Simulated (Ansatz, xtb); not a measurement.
Molecule: C2H2Cl (charge 0, doublet). It need not be the lowest isomer of its formula. SMILES: [H]/[C]=C\Cl
Geometry from a B3LYP-D3(BJ)/def2-TZVP (Ansatz, a quantum-chemistry and plane-wave program) optimisation:
```xyz
5

C      1.7016    -0.2584     0.0228
C      0.6654     0.5164     0.0131
Cl    -0.9934    -0.1090    -0.0151
H      1.9960    -1.2918     0.0201
H      0.6906     1.5972     0.0208
```
Charge 0, spin multiplicity 2.

Harmonic wavenumbers from GFN2-xTB (xtb, at its own minimum), cm⁻¹: 294, 502, 569, 661, 874, 1098, 1715, 3086, 3257.

### Question
Give the harmonic wavenumbers at B3LYP-D3(BJ)/def2-TZVP (Ansatz, finite differences of forces, unscaled).

### Answer
346, 645, 664, 786, 837, 1216, 1635, 3195, 3300 cm⁻¹. Zero-point energy 18.0 kcal/mol.

### Question
From these and the geometry, give the ideal-gas thermochemistry at 298.15 K and 1 atm (rigid rotor, harmonic oscillator).

### Answer
Point group Cs, rotational symmetry number 1. Rotational constants 58.38, 6.369, 5.743 GHz. S(trans) 38.27, S(rot) 22.54, S(vib) 2.36, S(elec, spin only) 1.38, S 64.5 cal/(mol K). H(298) - H(0) 2.87 kcal/mol; G - E(el) 1.7 kcal/mol.
